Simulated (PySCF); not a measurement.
B(F)2(Ph), SMILES FB(c1ccccc1)F, singlet (CAM-B3LYP/def2-SVP optimised geometry):

```
14

B     -2.372     0.000     0.000
F     -3.065     1.124     0.000
F     -3.066    -1.125    -0.002
C     -0.827     0.000     0.000
C     -0.112    -1.206    -0.022
C      1.279    -1.208    -0.028
C      1.973     0.000    -0.009
C      1.279     1.208     0.014
C     -0.112     1.206     0.018
H     -0.658    -2.152    -0.036
H      1.826    -2.154    -0.046
H      3.066     0.000    -0.013
H      1.826     2.154     0.029
H     -0.658     2.152     0.036
```

Computed with CAM-B3LYP/def2-TZVP run with PySCF.

### Question
What are the frontier orbital energies and the dipole moment?

### Answer
HOMO-2 -11.10 eV, HOMO-1 -9.00 eV, HOMO -8.87 eV, LUMO -0.40 eV, LUMO+1 0.54 eV; dipole moment 2.40 D.

On the same geometry PySCF with PBE/def2-TZVP gives HOMO-2 -8.07 eV, HOMO-1 -6.81 eV, HOMO -6.67 eV, LUMO -2.32 eV, LUMO+1 -1.49 eV; dipole moment 2.29 D.

Meta-Löwdin charges at CAM-B3LYP/def2-TZVP: B1 0.63, F2 -0.30, F3 -0.30, C4 -0.15, C5 -0.08, C6 -0.12, C7 -0.09, C8 -0.12, C9 -0.08, H10 0.12, H11 0.12, H12 0.12, H13 0.12, H14 0.12.
